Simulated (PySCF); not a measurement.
**Ce⁴⁵⁺: ionisation energy**

Ce⁴⁵⁺ [Ne] 3s2 3p1 (2P) → Ce⁴⁶⁺ [Ne] 3s2 (1S), as a difference of total energies. Calculation: PySCF 2.14, in an even-tempered Gaussian basis (16 s from 8.8 bohr⁻², ratio 2.5; 10 p from 11 bohr⁻², ratio 2.5; 4 d from 46 bohr⁻², ratio 2.7; 4 f from 69 bohr⁻², ratio 2.7); no relativity, point nucleus. Correlated levels: outer shells: 1s2 frozen; virtual orbitals above 40 to 60 times the deepest correlated orbital energy dropped. The calculations carry no spin-orbit coupling.

```json
{"method": "UHF", "ionisation energy (eV)": "3523.1"}
{"method": "MP2 (outer shells)", "ionisation energy (eV)": "3523.2"}
{"method": "SCS-MP2 (outer shells)", "ionisation energy (eV)": "3523.0"}
{"method": "CCSD (outer shells)", "ionisation energy (eV)": "3522.9"}
{"method": "CCSD(T) (outer shells)", "ionisation energy (eV)": "3522.9"}
```

A first-order spin-orbit estimate (lowest level to lowest level, LS coupling) adds 58.148 eV.

The gap to the reference is mostly relativistic.

First order in ζ underestimates the shift of j = l − 1/2 levels at high Z.

For comparison: 3672 ± 4 eV (theoretical estimate listed by NIST; NIST Atomic Spectra Database, ionization energies).
